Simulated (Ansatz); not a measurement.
The pair A = H2S (SMILES S) (first 3 atoms), B = C3H4 (SMILES C=C=C); geometry from B3LYP-D3(BJ)/def2-TZVP.
(charge 0, multiplicity 1):
```xyz
10

S      0.179     0.153    -0.500
H      0.318    -1.180    -0.420
H      0.668     0.334     0.740
C     -1.237    -0.305     3.088
C      0.020    -0.041     3.285
C      1.281     0.227     3.464
H     -1.893    -0.564     3.911
H     -1.662    -0.270     2.091
H      1.619     1.238     3.664
H      2.033    -0.553     3.430
```

Cores are frozen in the correlated methods. MP2 and its Hartree–Fock in aug-cc-pV(T+d)Z are density fitted.

Run with Ansatz (Gaussian basis) for Hartree–Fock, density functionals and correlated methods. Values without a source in brackets are computed.

The counterpoise-corrected interaction energy is E(AB) − E(A in the pair's basis) − E(B in the pair's basis). Total energies (hartree):

```json
[
 {"level": "HF/aug-cc-pV(D+d)Z", "AB": "-514.5786317", "A in the pair's basis": "-398.7023783", "B in the pair's basis": "-115.8771076"},
 {"level": "MP2/aug-cc-pV(D+d)Z", "AB": "-515.1449631", "A in the pair's basis": "-398.8597528", "B in the pair's basis": "-116.2820171"},
 {"level": "HF/aug-cc-pV(T+d)Z", "AB": "-514.6219165", "A in the pair's basis": "-398.7158038", "B in the pair's basis": "-115.9070338"},
 {"level": "MP2/aug-cc-pV(T+d)Z", "AB": "-515.3057292", "A in the pair's basis": "-398.9112796", "B in the pair's basis": "-116.3906220"},
 {"level": "CCSD(T)/aug-cc-pV(D+d)Z", "AB": "-515.2245579", "A in the pair's basis": "-398.8888737", "B in the pair's basis": "-116.3331555"}
]
```

Work out the counterpoise-corrected interaction energy at the basis-set limit: extrapolate the MP2 correlation part as X⁻³, take Hartree–Fock from the larger set, and add the CCSD(T) − MP2 difference of aug-cc-pV(D+d)Z.


1. Differences (1 hartree = 627.509 kcal/mol): HF/aug-cc-pV(D+d)Z 0.536; MP2/aug-cc-pV(D+d)Z -2.004; HF/aug-cc-pV(T+d)Z 0.578; MP2/aug-cc-pV(T+d)Z -2.402; CCSD(T)/aug-cc-pV(D+d)Z -1.587.
2. Correlation parts, MP2 less HF: -2.540 in aug-cc-pV(D+d)Z (X = 2), -2.980 in aug-cc-pV(T+d)Z (X = 3).
3. Limit (3³·(-2.980) − 2³·(-2.540))/(3³ − 2³) = -3.165; with HF/aug-cc-pV(T+d)Z it gives -2.587.
4. CCSD(T) less MP2 in aug-cc-pV(D+d)Z: 0.417.
Result: -2.17 kcal/mol, against -2.00 at MP2/aug-cc-pV(D+d)Z. It is an estimate of this method's limit, not of the exact value.

Ansatz is a first-principles code.
